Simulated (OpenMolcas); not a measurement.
Computed levels of 4d⁴ in ions with 40 electrons, in cm-1 above ⁵D₀.

```json
{
  "Program": "OpenMolcas 26.06",
  "Method": "CASSCF",
  "Basis": "ANO-RCC-VTZP",
  "Scalar Hamiltonian": "DKH2, point nucleus",
  "Spin-orbit coupling": "RASSI with atomic mean-field integrals over the reference wave functions, term energies averaged over their components"
}
```

Active space for each ion: 4 electrons in 5 orbitals (4d).

```csv
Level,Tc3+,Ru4+,Pd6+,Ag7+
⁵D₁,321,454,896,1147
⁵D₂,898,1243,2316,2896
⁵D₃,1660,2258,4013,4931
⁵D₄,2556,3427,5868,7109
³H₄,18087,20279,24137,26203
³P₀(1),18279,20195,23270,25034
³H₅,18815,21319,26165,28758
³H₆,19485,22218,27664,30549
³P₁(1),20028,22568,27360,29981
```

Question: Estimate ⁵D₄, ³H₄, ³P₀(1) for Rh5+ from its neighbours Ru4+ and Pd6+.

Answer: ⁵D₄ is fine structure, which grows about as the fourth power of a screened charge, so the fourth roots are averaged: ((3427^0.25 + 5868^0.25) / 2)^4 = 4525. The calculation gives 4481, so the estimate is off by +1.0 %.
³H₄ is another term, which grows about linearly with the charge: (20279 + 24137) / 2 = 22208. The calculation gives 22256, so the estimate is off by -0.2 %.
³P₀(1) is another term, which grows about linearly with the charge: (20195 + 23270) / 2 = 21732. The calculation gives 21824, so the estimate is off by -0.4 %.

Without dynamic correlation excited terms often stand tens of per cent too high (terms of higher spin than the ground term too low), and those without a measured partner can miss by more than the paired ones. Only configurations of the active space appear.

A number in round brackets counts repeated terms of one configuration in the order of the reference energies.
